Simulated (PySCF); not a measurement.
C₂H₈BNO₂, SMILES COCB(N)O.

The structure is a stationary point at PBE-D3(BJ)/def2-SVP. This is a generated structure with no PubChem entry under its InChIKey; it may be hypothetical. Other conformers were not sampled.

Calculation: PBE-D3(BJ)/def2-SVP run with PySCF.

No scaling factor is applied to the harmonic values.

Computed harmonic wavenumbers and intensities:
```csv
mode,ν (cm⁻¹),IR (km/mol),moving atoms (share of kinetic energy)
1,64,2.4,"O 42 %, H 40 %, N 11 %"
2,102,0.8,"C 49 %, H 28 %, O 23 %"
3,155,1.7,"N 29 %, C 26 %, H 24 %, O 17 %"
4,244,1.4,"H 86 %, O 10 %"
5,323,3.3,"O 33 %, H 28 %, C 22 %, N 16 %"
6,382,11.3,"O 47 %, H 21 %, C 13 %, N 11 %"
7,391,48.7,"H 79 %, N 10 %"
8,428,116.1,H 89 %
9,454,5.1,"O 31 %, H 29 %, C 21 %, B 17 %"
10,467,103.0,"H 43 %, B 36 %, N 12 %, O 8 %"
11,612,2.6,"H 89 %, B 9 %"
12,776,2.8,"C 39 %, H 29 %, N 21 %, O 9 %"
13,867,11.1,"H 57 %, N 23 %, O 19 %"
14,869,3.1,"H 48 %, C 25 %, B 24 %"
15,972,23.3,"C 39 %, H 36 %, O 21 %"
16,997,118.0,"H 63 %, C 15 %, O 14 %"
17,1136,1.6,"H 77 %, C 19 %"
18,1152,55.1,"H 43 %, C 30 %, O 27 %"
19,1173,202.5,"O 35 %, C 34 %, H 27 %"
20,1201,5.6,H 88 %
21,1229,69.6,"H 50 %, B 22 %, O 16 %, C 10 %"
22,1356,69.0,"H 36 %, B 34 %, C 24 %"
23,1399,5.4,"H 82 %, B 9 %"
24,1401,6.1,H 97 %
25,1402,82.7,"H 55 %, B 36 %"
26,1415,6.2,H 92 %
27,1448,2.4,"H 88 %, C 9 %"
28,1546,256.0,"H 41 %, B 32 %, N 25 %"
29,2841,58.2,H 95 %
30,2867,75.4,"H 91 %, C 9 %"
31,2878,79.1,H 97 %
32,2928,65.1,"H 90 %, C 10 %"
33,3051,26.7,"H 91 %, C 9 %"
34,3527,33.4,H 96 %
35,3644,43.5,"H 91 %, N 9 %"
36,3773,46.2,H 94 %
```
